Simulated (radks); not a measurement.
Q: These are the eigenvalues of the occupied orbitals of an atom or ion with whole-number occupations (eV). Method: scalar-relativistic Kohn-Sham, LDA (Slater exchange, Perdew-Wang correlation), spin-polarised, spherical densities, point nucleus; computed with a radial shooting solver on a logarithmic mesh with Libxc functionals.

1s up: -2523.913
1s down: -2518.432
2s up: -303.9206
2s down: -294.6682
2p up: -254.8205
2p down: -244.3916
3s up: -63.7030
3s down: -59.0540
3p up: -50.9835
3d up: -32.1088

Which element is it, and in what charge state? The configuration may be excited. Open shells, if any, are filled with parallel spins first.

A: Z = 16, sulfur, charge +3: S3+ in [He] 2s2 2p4 3s2 3p1 3d2. The list shows which subshells hold electrons but not how many an open one holds; the 1s level, -92.752 hartree, gives Z - s = 13.6 by -(Z - s)^2/2, which with screening and relativity narrows Z to a few neighbours, and the depths of the outer levels then fix element, charge and occupations together.
